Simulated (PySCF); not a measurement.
**Radial density of Nb²⁺ (niobium, charge +2)**

B3LYP, [Kr] 4d2 5p1, one real determinant (an excited configuration). All numbers are calculated (PySCF 2.14, a scalar-relativistic core potential, in def2-QZVPPD with the def2 core potential (28 electrons)). This is the valence pseudo-density: the core potential removes the inner electrons and smooths the orbitals near the nucleus.

```
r (bohr)  4πr²ρ (e/bohr)  4πr²(ρα − ρβ)
  0.0646       2.365e-05         0.0000
   0.109       0.0001417         0.0000
   0.183        0.001304         0.0003
   0.308         0.02355         0.0042
   0.517          0.7714         0.0744
   0.870           7.624         0.7025
    1.46           6.840         1.3102
    2.46           1.162         0.7986
    4.14          0.2600         0.2587
    6.96         0.01884         0.0188
    11.7       0.0002243         0.0002
```

⟨L²⟩ = 13.92 against 20 for a pure G term, so this real determinant mixes terms. Energies and moments cover only the electrons outside the core potential.
